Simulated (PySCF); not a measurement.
I+ (iodine, charge +1) across methods

[Kr] 4d10 5s2 5p4, high-spin 3P determinant. Calculation: PySCF 2.14, in aug-cc-pwCVDZ-PP with ECP28MDF; a scalar-relativistic core potential.

| method | E (hartree) | mean ε 5s β (eV) | mean ε 5p α (eV) | mean ε 5p β (eV) | Σ⟨r²⟩ (bohr²) | ⟨S²⟩ |
| --- | --- | --- | --- | --- | --- | --- |
| M06 | -295.3524 | -26.845 | -17.043 | -15.428 | 49.01 | 2.001 |
| r2SCAN | -295.4093 | -25.576 | -16.441 | -14.760 | 48.69 | 2.003 |
| UHF | -294.30192 | -29.701 | -20.450 | -18.244 | 49.29 | 2.007 |
| LDA | -294.8620 | -25.893 | -16.068 | -14.636 | 48.78 | 2.001 |
| wB97X-V | -295.2748 | -29.594 | -19.553 | -18.125 | 48.78 | 2.002 |
| PBE | -295.2770 | -25.435 | -15.973 | -14.460 | 48.80 | 2.001 |
| BLYP | -295.2417 | -25.451 | -15.706 | -14.363 | 48.94 | 2.001 |
| MN15 | -294.5668 | -27.717 | -17.896 | -16.184 | 48.85 | 2.002 |

Q: Estimate the same row for PBE0.

A: E (hartree) = -295.3025; mean ε 5s β (eV) = -26.818; mean ε 5p α (eV) = -17.310; mean ε 5p β (eV) = -15.661; Σ⟨r²⟩ (bohr²) = 48.76; ⟨S²⟩ = 2.002.

Energies and moments cover only the electrons outside the core potential.
